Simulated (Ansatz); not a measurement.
## Molecular dynamics of CH5Ga

Input:

```yaml
crystal:
  periodic: [false, false, false]
  atoms:
    - { symbol: Ga, position_ang: [0.012552, -0.004383, 0.134236] }
    - { symbol: C, position_ang: [-0.380587, 0.128929, 2.125536] }
    - { symbol: H, position_ang: [-0.358017, -0.893348, 2.488351] }
    - { symbol: H, position_ang: [0.368878, 0.829927, 2.539836] }
    - { symbol: H, position_ang: [-1.422842, 0.387459, 2.281631] }
    - { symbol: H, position_ang: [1.254815, 0.856938, -0.365223] }
    - { symbol: H, position_ang: [-0.710448, -1.059478, -0.77654] }
basis:
  gaussian: { orbitals: def2-SVP }
hamiltonian:
  xc: pbe0
  dispersion: d4
md:
  timestep: 1.0
  n_steps: 150
  ensemble: nve
  temperature: 1000.0
  initial_velocities: maxwell_boltzmann
  seed: 302509
```

Command:

```bash
$ ansatz run input.yaml --threads 1 --pin off --max-ram 2048MiB --backend cpu --events-out ev --progress --plain --runs-dir out
```

It goes on from the last frame of an earlier run, with new velocities.

Output, in part (step lines, the closing report, with atoms numbered from 0):

```
md step     0: t =     0.00 fs  T =  1000.0 K  F+E_penalty+E_count = -53480.08050177 eV  E_kin = 0.646300 eV  conserved = -53479.43420177 eV  (23 SCF iters)
[... lines left out ...]
Total energy: -53479.82416571 eV, -1965.3472881631 hartree
Atom 0 at     0.015089    -0.001860     0.157006 Å, force     0.139496    -0.541648    -2.403374 eV/Å
Atom 1 at    -0.370305     0.119795     2.021938 Å, force    -1.935767    -1.508887     1.837048 eV/Å
Atom 2 at    -0.808797     1.116760     2.265532 Å, force     0.358072    -0.432529     0.145569 eV/Å
Atom 3 at    -1.132061    -0.726114     2.407036 Å, force     1.384570     1.850042    -1.097368 eV/Å
Atom 4 at     0.517492    -0.090241     2.637561 Å, force     0.189140     0.440127     0.038586 eV/Å
Atom 5 at    -0.667309    -1.313755    -0.681626 Å, force     0.573931     0.991892     0.545655 eV/Å
Atom 6 at     0.925069     1.069171    -0.801015 Å, force    -0.709443    -0.798998     0.933884 eV/Å
Dipole moment:    -0.001056     0.068053     0.278120 e Å
```

The steps, from the saved trajectory:

```
time (fs)  T (K)  potential energy less start (eV)  conserved less start (meV/atom)
      0.0   1000                             0.000                             0.00
      5.0    743                             0.172                             0.87
     10.0    719                             0.185                             0.45
     15.0    846                             0.101                             0.23
     20.0    749                             0.168                             0.83
     25.0   1103                            -0.069                            -0.38
     30.0    442                             0.369                             1.24
     35.0    847                             0.100                             0.19
     40.0    798                             0.138                             1.13
     45.0    605                             0.268                             1.77
     50.0    763                             0.161                             1.10
     55.0    535                             0.315                             2.00
     60.0    833                             0.114                             0.78
     65.0    712                             0.194                             1.17
     70.0    793                             0.138                             0.58
     75.0    703                             0.197                             0.75
     80.0    676                             0.218                             1.25
     85.0    850                             0.103                             0.85
     90.0    631                             0.251                             1.84
     95.0    681                             0.214                             1.11
    100.0    505                             0.331                             1.63
    105.0    886                             0.081                             1.04
    110.0   1026                            -0.016                             0.08
    115.0    434                             0.374                             1.21
    120.0    794                             0.134                             0.18
    125.0    732                             0.179                             0.85
    130.0    901                             0.069                             0.79
    135.0    820                             0.119                             0.35
    140.0    521                             0.319                             1.33
    145.0    807                             0.127                             0.35
    150.0    622                             0.256                             1.69
```

The run went to its last step. The conserved energy stayed within 2 meV per atom of its start (net change 1.7 meV per atom), so the integration is sound. A run of 0.15 ps of so small a system gives no equilibrium averages.

The same pairs are bonded in the first frame and the last. Pairs count as bonded within 1.25 times the sum of covalent radii (0.12 Å more for H–H).

Last frame:

```xyz
7
Properties=species:S:1:pos:R:3
Ga 0.015 -0.002 0.157
C -0.370 0.120 2.022
H -0.809 1.117 2.265
H -1.132 -0.726 2.407
H 0.517 -0.090 2.638
H -0.667 -1.314 -0.682
H 0.925 1.069 -0.801
```

Time of the run: 4.2 min on 1 thread of AMD EPYC 7B13 (Zen 3), on a shared host, peak memory 0.15 GiB.
